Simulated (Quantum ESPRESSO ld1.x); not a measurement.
The run below uses ld1.x (Quantum ESPRESSO 7.5).

```
 &input
    atom='Ne',
    iswitch=1,
    rel=1,
    lsd=1,
    dft='SLA-VWN',
    config='[He] 2s2 2p4',
    verbosity='high',
    prefix='ld1',
    max_out_wfc=37,
    file_charge='ld1.rho',
 /
```

Command: `OMP_NUM_THREADS=1 ld1.x < ld1.in > ld1.out`

Standard output:

```
     Program LD1 v.7.5 starts

     --------------------------- All-electron run ----------------------------

     scalar relativistic calculation

     atomic number is 10.00
     dft =SLA-VWN   lsd =1 sic =0 latt =0  beta=0.20 tr2=1.0E-14
     Exchange-correlation= SLA-VWN
                           (   1   2   0   0   0   0   0)
     mesh =1865 r(mesh) = 100.42537 a.u. xmin = -8.00 dx = 0.00800
     1 Ry =  13.60569312 eV, c = 137.03599908

     n l     nl                  e(Ry)          e(Ha)          e(eV)
     1 0     1S 1( 1.00)     -64.462902030     -32.231451015   -877.0624628
     2 0     2S 1( 1.00)      -5.846057695      -2.923028847    -79.5396670
     2 1     2P 1( 3.00)      -4.181668917      -2.090834458    -56.8945040
     1 0     1S 2( 1.00)     -64.289916507     -32.144958253   -874.7088749
     2 0     2S 2( 1.00)      -5.520212231      -2.760106116    -75.1063136
     2 1     2P 2( 1.00)      -3.836275244      -1.918137622    -52.1951837

     final scf error:  8.8E-16 reached in  21 iterations

     Etot =    -252.071638 Ry,    -126.035819 Ha,   -3429.609351 eV
     Total magnetization:    2.00 Bohr mag.

     Ekin =     251.790164 Ry,     125.895082 Ha,    3425.779707 eV
     Encl =    -585.097800 Ry,    -292.548900 Ha,   -7960.661120 eV
     Eh   =     102.330236 Ry,      51.165118 Ha,    1392.273789 eV
     Exc  =     -21.094238 Ry,     -10.547119 Ha,    -287.001727 eV

     normalization and overlap integrals

     s(1S/1S) =  1.000000  <r> =   0.1588  <r2> =    0.0340  r(max) =   0.1033
     s(1S/2S) = -0.000378
     s(2S/2S) =  1.000000  <r> =   0.8275  <r2> =    0.8190  r(max) =   0.6606
     s(2P/2P) =  1.000000  <r> =   0.8013  <r2> =    0.8108  r(max) =   0.5766
     s(1S/1S) =  1.000000  <r> =   0.1584  <r2> =    0.0338  r(max) =   0.1033
     s(1S/2S) = -0.000371
     s(2S/2S) =  1.000000  <r> =   0.8419  <r2> =    0.8498  r(max) =   0.6659
     s(2P/2P) =  1.000000  <r> =   0.8273  <r2> =    0.8694  r(max) =   0.5859

     ------------------------ End of All-electron run ------------------------
```

Run on one thread of a shared host, so times are rough (Intel(R) Xeon(R) Processor @ 2.60GHz): 0.64 s of CPU time, 0.66 s wall, 21 iterations on 1865 mesh points.
